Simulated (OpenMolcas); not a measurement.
**N II: from CASSCF to CASPT2**

```json
{
  "Program": "OpenMolcas",
  "Basis": "ANO-L-VDZP [3s2p1d]",
  "Scalar Hamiltonian": "non-relativistic, point nucleus",
  "Active space": "2 electrons in 3 orbitals (2p)",
  "State averaging": "2S+1 = 3 even, 3 roots; 2S+1 = 1 even, 6 roots",
  "Spin-orbit coupling": "state interaction with AMFI integrals over the reference wave functions, term energies averaged over their components"
}
```

Methods on the same reference wave functions:
A. CASSCF
B. SS-CASPT2, IPEA 0.25 Eh, imaginary shift 0.1 Eh (closed shells correlated: 1s 2s)

Energies in cm⁻¹ above 2s² 2p² ³P₀, the measured ground level; measured values from NIST Handbook of Basic Atomic Spectroscopic Data.

```csv
Level,A,B,Measured
2s² 2p² ³P₀,0.0,0.0,0.0
2s² 2p² ³P₁,46.8,46.8,48.7
2s² 2p² ³P₂,139,139,131
2s² 2p² ¹D₂,17680,16800,15316
2s² 2p² ¹S₀,43687,37760,32689
```

Deviations, from unrounded energies. A percentage is the sum of absolute deviations over the sum of measured energies, with the sign that they share, or ± where signs differ.

```tsv
Against measurement	Levels	A	B
mean absolute deviation (cm-1)	4	3300	1600
fine structure of the ground term (%)	2	±5.8	±5.8
other terms of the ground configuration (%)	2	+27.8	+13.6
```

B lies closest to measurement on these levels. The largest miss of B in the table is 2s² 2p² ¹S₀, by +5100 cm-1. The ranking rests on the paired levels alone, and a cruder setting can come out closer through cancelling errors.

From A to B the spin-free energies of the other terms of 2s² 2p² shown, above ³P, scale by factors of 0.86 to 0.95.

The lowest spin-free term lies below A's lowest term by 0.056 hartree in B.

CASPT2 breaks the degeneracy within a term, and the mean is taken; among the terms shown or strongly mixed into the levels shown the widest spread is 110 cm-1 (2s² 2p² ¹D, B). With the s shell closed, the reference lacks s² → p² mixing. Without dynamic correlation excited terms often stand tens of per cent too high (terms of higher spin than the ground term too low), and those without a measured partner can miss by more than the paired ones (holds for A). Some terms miss by over 15 % even with CASPT2, which points to a basis or an active space too small for the shells correlated (holds for B). Computed and measured levels are paired by configuration, term and J; levels that our copy of the source lacks, or whose pairing is in doubt (as where it misses far off the trend of its configuration), stay unpaired and out of the deviations. Only configurations of the active space appear.
